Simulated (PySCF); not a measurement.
CF₃O₂S, SMILES FC(F)(F)[S](=O)=O, multiplicity 2. Geometry optimised at PBE0-D3(BJ)/def2-SVP. The isomer is the one that the SMILES or the coordinates give; other isomers of the formula were not compared.

Computed equilibrium geometry at PBE0-D3(BJ)/def2-SVP (PySCF confirms it by a frequency run) as Cartesian coordinates in Å, and its point group:
point group Cs.
```xyz
7

O      1.4740     0.1994     1.2926
S      1.0154    -0.3326     0.0000
O      1.4740     0.1994    -1.2926
C     -0.8695     0.0073     0.0000
F     -1.0756     1.3033     0.0000
F     -1.3851    -0.5357    -1.0789
F     -1.3851    -0.5357     1.0789
```
Charge 0, spin multiplicity 2.
